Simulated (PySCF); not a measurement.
A structure optimised at PBE0-D3(BJ)/def2-SVP, used in a PySCF frequency run:

```
C
C 1 1.3367
F 2 1.3251 1 121.45
F 1 1.3442 2 117.32 3 -179.39
H 2 1.0946 3 114.63 1 -179.91
Si 1 1.8764 2 126.51 5 -179.75
H 6 1.4834 1 109.58 2 13.30
H 6 1.4860 7 112.16 1 -120.28
Cl 6 2.0673 7 109.22 8 -119.66
```

Q: Write its SMILES and formula.

A: F/C=C(/F)[SiH2]Cl, C₂H₃ClF₂Si

Q: What are its rotational constants (standard atomic weights)?

A: 3.2872, 1.3193, 1.0990 GHz
